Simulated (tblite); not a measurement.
Species: C6H10OSSi.
Z-matrix (Å and degrees, GFN2-xTB geometry), rows numbered from 1:
```
C 
C   1  1.3270
Si  2  1.8758  1  124.37
C   3  1.9035  2  118.73  1    34.86
C   4  1.5308  3   97.31  2  -108.82
C   5  1.5117  4  115.92  3  -127.89
C   5  1.4939  4  113.44  3    96.99
O   7  1.2041  5  125.35  4    -7.59
S   5  1.8734  4  102.51  3    -5.96
H   1  1.0793  2  121.92  3   179.69
H   1  1.0782  2  122.03  3    -0.07
H   2  1.0827  1  119.22  3  -179.77
H   3  1.4606  2  114.42  1   175.42
H   4  1.0898  3  115.30  2     8.09
H   4  1.0883  3  114.21  2   134.11
H   6  1.0882  5  110.54  4   176.81
H   6  1.0879  5  110.09  4    57.11
H   6  1.0896  5  109.82  4   -62.91
H   7  1.1053  5  112.95  4   176.81
```

Level: GFN2-xTB in tblite, geometry and Hessian alike; calculated harmonic values, unscaled, isolated species. The method is semi-empirical: single wavenumbers can be off by several per cent or more. Modes of hydrogen on silicon can be 10 to 20 % off. One conformer, not necessarily the lowest.

Harmonic wavenumbers (cm⁻¹): 58.2, 75.1, 104.1, 127.0, 150.4, 208.1, 235.1, 248.6, 301.9, 327.7, 362.5, 406.1, 454.7, 496.3, 555.6, 563.1, 624.4, 648.8, 698.7, 768.7, 810.2, 844.3, 898.6, 931.8, 975.3, 1014.2, 1027.6, 1043.7, 1057.2, 1185.1, 1224.6, 1245.9, 1272.5, 1369.4, 1401.9, 1409.0, 1448.5, 1475.9, 1489.7, 1649.0, 1747.1, 2278.5, 2788.3, 2991.3, 3005.0, 3010.3, 3030.6, 3034.9, 3035.9, 3080.4, 3117.2.

A = 1765, B = 1023, C = 839.9 MHz; mass 158.022 u (most abundant isotopes); point group C1, symmetry number 1.

Problem. What is the zero-point energy?

Solution. Half the sum of the wavenumbers: 31154 cm⁻¹ = 372.69 kJ/mol.

Problem. Give the ideal-gas entropy at 400 K and 1 bar in the rigid-rotor, harmonic-oscillator model (classical rotation).

Solution. Translation 178.10, rotation 128.10, vibration 187.33: S = 493.5 J/(mol K).

Problem. And Cp and H(400 K) − H(0)?

Solution. Cp = 220.66 J/(mol K), of which vibrations give 187.40 (their classical limit is 51 R = 424.0); H(400 K) − H(0) = 52.71 kJ/mol without the zero-point energy, 39.40 from vibrations.

Problem. What must be added to the electronic energy to get the Gibbs energy at 400 K and 1 bar?

Solution. ZPE + [H(400 K) − H(0)] − T·S = 372.69 + 52.71 − 197.41 = 227.99 kJ/mol.

Problem. Blend soft modes into free rotors: weight 1/[1 + (100 cm⁻¹/ν̃)⁴] for the oscillator and the rest for a rotor with moment μB/(μ + B), μ = h/(8π²ν), B = 10⁻⁴⁴ kg m². What vibrational entropy results?

Solution. 175.61 J/(mol K) in place of 187.33, which changes −T·S at 400 K by +4.69 kJ/mol.

Problem. Which modes carry the vibrational entropy at 400 K?

Solution. 58.2 cm⁻¹: 21.33; 75.1 cm⁻¹: 19.22; 104.1 cm⁻¹: 16.53; 127.0 cm⁻¹: 14.90; 150.4 cm⁻¹: 13.52; 208.1 cm⁻¹: 10.91 J/(mol K); the other 45 give 90.91 together.

Hindered rotation and anharmonicity are outside this model. Other conformers, if any are populated, would add a mixing term that is left out. The structure is chiral; the term R ln 2 for an equal mix with its mirror image is left out.

Hardware: an Arm Neoverse N1 with one thread, no GPU, shared host with 64 logical CPUs at a one-minute load of 58. Cost: 1.6 s of wall time. The figure is for the frequency step alone.
